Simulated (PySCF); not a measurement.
# Core binding energy against partial charge

Compound: propyl acetate, C₅H₁₀O₂.
Atom-mapped SMILES: `[CH3:1][CH2:2][CH2:3][O:4][C:5]([CH3:6])=[O:7]`

Structure used (PBE0-D3(BJ)/def2-SVP), in Å, numbered top down from 1:
```
atom  x, y, z in Å
C1    -2.680   -0.424    0.017
C2    -1.196   -0.694    0.204
C3    -0.433    0.561    0.580
O4     0.942    0.291    0.838
C5     1.761    0.253   -0.223
C6     3.176   -0.018    0.197
O7     1.396    0.440   -1.354
H8    -2.856    0.310   -0.784
H9    -3.220   -1.343   -0.253
H10   -3.139   -0.028    0.937
H11   -1.037   -1.451    0.990
H12   -0.764   -1.098   -0.725
H13   -0.822    0.992    1.515
H14   -0.511    1.314   -0.220
H15    3.768   -0.315   -0.676
H16    3.605    0.900    0.627
H17    3.210   -0.793    0.975
```

Binding energies: PySCF, delta-SCF UKS SCAN, pcX-2 on the ionised atom, pcseg-1 elsewhere, spin-free X2C. Charges: PBE0/pcSseg-1 ground-state density, for the ionised atom.

| atom | environment | C 1s (eV) | Mulliken (e) | IAO (e) | Hirshfeld (e) | ESP (e) |
| --- | --- | --- | --- | --- | --- | --- |
| C2 | chain CH2 carbon | 290.74 | -0.304 | -0.259 | -0.074 | +0.147 |
| C1 | methyl carbon | 290.80 | -0.302 | -0.411 | -0.109 | -0.446 |
| C6 | methyl carbon next to a carbonyl | 291.24 | -0.250 | -0.468 | -0.120 | -0.676 |
| C3 | sp3 carbon bound to oxygen | 292.21 | +0.063 | -0.057 | +0.005 | +0.125 |
| C5 | ester carbonyl carbon | 294.46 | +0.373 | +0.526 | +0.217 | +0.807 |

Problem. How well does each charge scheme correlate with the binding energies over these sites?

Solution. Mulliken: r = 0.99, slope 5.1 eV per e; Hirshfeld: r = 0.97, slope 10.8 eV per e; IAO: r = 0.96, slope 3.7 eV per e; ESP: r = 0.80, slope 2.1 eV per e. On 5 points no scheme stands out.

Problem. The point-charge model writes a binding energy as kq + V + constant, with V the potential of the other atoms' charges at the site. What does it give with the Hirshfeld charges?

Solution. V = Σ 14.40 eV Å × q/r over all other atoms: +0.65 eV at C2, +1.40 eV at C1, +2.40 eV at C6, -0.20 eV at C3, -3.82 eV at C5. Fitting binding energy − V to q gives k = 27.7 eV per e and leaves an rms residual of 0.10 eV, against 0.32 eV for the fit on q alone. The model has no term for differences in relaxation between sites.

One conformer (not necessarily the lowest) at the PBE0-D3(BJ)/def2-SVP geometry, without solvent, vibrations or thermal averaging.
